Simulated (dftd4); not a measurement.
Cl₂, charge +1, doublet, geometry from GFN2-xTB (a state made from the parent by changing its charge; the spin is typed, not shown lowest); D4 for pbe (dftd4).

The dftd4 input:
```
$ dftd4 mol.xyz --func pbe --charge 1 --json dftd4.json --noedisp --grad

# file mol.xyz
2

Cl    -0.00000000    -0.00000000    -0.98043196
Cl     0.00000000     0.00000000     0.98043196
```

What the program printed (banner, timings and long lists left out):

```
                    ____  _____ _____     ____  _  _
      -------------|  _ \|  ___|_   _|---|  _ \| || |------------
     |             | | | | |_    | | ___ | | | | || |_           |
     |             | |_| |  _|   | ||___|| |_| |__   _|          |
     |             |____/|_|     |_|     |____/   |_|            |
     |             ===================================           |
     |            E. Caldeweyher, S. Ehlert & S. Grimme          |
     |          Mulliken Center for Theoretical Chemistry        |
     |                    University of Bonn                     |
      -----------------------------------------------------------

Rational (Becke-Johnson) damping: pbe-D4-ATM
---------------------
  s6         1.0000
  s8         0.9595
  s9         1.0000
  a1         0.3857
  a2         4.8069
 alp        16.0000
--------------------

Dispersion energy:      -9.5959862045943E-04 Eh

Gradient norm:           2.6621821321738E-05 Eh/a0
--------------------------------------------------
     #    Z           dE/dx      dE/dy      dE/dz
--------------------------------------------------
     1   17 Cl    0.000E+00  0.000E+00 -1.882E-05
     2   17 Cl    0.000E+00  0.000E+00  1.882E-05
--------------------------------------------------

Virial:
--------------------------------------------------
      component           x          y          z
--------------------------------------------------
          x       0.000E+00  0.000E+00  0.000E+00
          y       0.000E+00  0.000E+00  0.000E+00
          z       0.000E+00  0.000E+00  6.975E-05
--------------------------------------------------

[Info] Dispersion results written to 'dftd4.txt'
[Info] JSON dump of results written to 'dftd4.json'
```
